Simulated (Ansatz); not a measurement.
Consider the ligand exchange at the Si–C bond: `NC(=O)[SiH3]` + `OC[SiH2]O` → `OC[SiH2]O[SiH3]` + `NC=O`.

Computed with Ansatz on PBE0-D4/def2-TZVP structures; ΔE is electronic, products minus reactants. CCSD(T)/CBS adds triple-zeta CCSD(T) − MP2 to the extrapolated MP2 energy (def2 sets, frozen cores). This one scheme is used for every species. One conformer a species, not always the lowest.

```tsv
level	ΔE (kcal/mol)
CCSD/def2-TZVPP	-32.0
SCS-MP2/def2-QZVPP	-32.5
```

What does CCSD(T)/CBS give? (An estimate is asked.)

The calculation gave: -30.4 kcal/mol. The listed levels differ from it by -1.6, -2.1 kcal/mol.

Largest T1 diagnostic among the species: 0.016.

The D4 term adds −0.9 kcal/mol with B3LYP and −0.6 kcal/mol with PBE0; it sums over pairs of atoms, weighted by their polarisabilities, and B3LYP, whose exchange is more repulsive, gets the larger term. In def2-TZVPP, CCSD(T) changes the Hartree–Fock value by +6.5 kcal/mol (the triples alone add +1.2 kcal/mol) and MP2 by +5.6 kcal/mol.

B3LYP here is the variant with VWN-RPA as its local correlation; programs differ in this.
